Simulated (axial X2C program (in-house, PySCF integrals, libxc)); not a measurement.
What spin–orbit coupling does to HgC

All values were computed with an in-house all-electron X2C program for linear molecules (integrals from PySCF). Spin-free means the one-electron spin-free X2C Hamiltonian; two-component (2c) means X2C with spin–orbit coupling and atomic mean-field two-electron Coulomb and Gaunt terms, so the difference of the two also holds small scalar two-electron terms. Basis: Hg dyall-cv3z [13s14p9d6f4g], C dyall-v3z [7s6p2d1f] (cores contracted in-house); Gaussian nuclei, density fitting, unrestricted open shells. Masses: Hg 201.971 u, C 12.000 u.

Spin-free state: M_S = 1, Λ = 0 (beyond evenly filled blocks: π+α, π-α); fragments Hg + C.

```json
{"level": "PBE0", "Re (Å)": "2.142", "ωe (cm⁻¹)": "386.4", "De (eV)": "0.806", "μ (D)": "-2.67"}
{"level": "B3LYP", "Re (Å)": "2.188", "ωe (cm⁻¹)": "340.7", "De (eV)": "0.612", "μ (D)": "-2.47"}
{"level": "B97-3", "Re (Å)": "2.187", "ωe (cm⁻¹)": "347.5", "De (eV)": "0.600", "μ (D)": "-2.64"}
{"level": "TPSS", "Re (Å)": "2.135", "ωe (cm⁻¹)": "402.0", "De (eV)": "0.967", "μ (D)": "-2.64"}
```

Dipoles are positive if C is the positive end.

Two-component determinant lowest at the distance of the search:

Ω = 1 (⟨Sz⟩ = 0.99, ⟨Lz⟩ = 0.01 at PBE0); fragments Hg + C.

| level | Re (Å) | ωe (cm⁻¹) | De (eV) | μ (D) |
| --- | --- | --- | --- | --- |
| PBE0 | 2.128 | 394.5 | 0.833 | -2.64 |
| B3LYP | 2.172 | 349.4 | 0.636 | -2.45 |
| B97-3 | 2.171 | 355.2 | 0.622 | -2.62 |
| TPSS | 2.123 | 409.3 | 0.996 | -2.62 |

From the two tables, how do the constants change at the PBE0 level (2c against spin-free)?

At the PBE0 level Re drops by 0.014 Å and ωe increases by 8.1 cm⁻¹; De is not compared, since the atomic limits differ or miss part of their spin–orbit lowering.

One determinant describes the state; a PBE0 search over occupations chose it and may have missed a lower one. De is counted from the lowest determinant-based energies of the atoms at the same level, without counterpoise correction. Density functionals use the spin component along the axis (collinear). The 2c atoms are single determinants rather than J levels; their spin–orbit lowering is only partly caught, and De is too large by that part. This holds for PBE0, B3LYP, B97-3, TPSS. Without a current term, density functionals place determinants with orbital angular momentum somewhat too high. With several unpaired electrons one determinant need not be a pure state. Open-shell Ω = 0 determinants with evenly filled partner blocks cannot be reached by this program, so the Ω shown need not be the lowest component. This is the Ω = 1 component of a π² triplet; the 0⁺ component is not one determinant and can lie lowest.
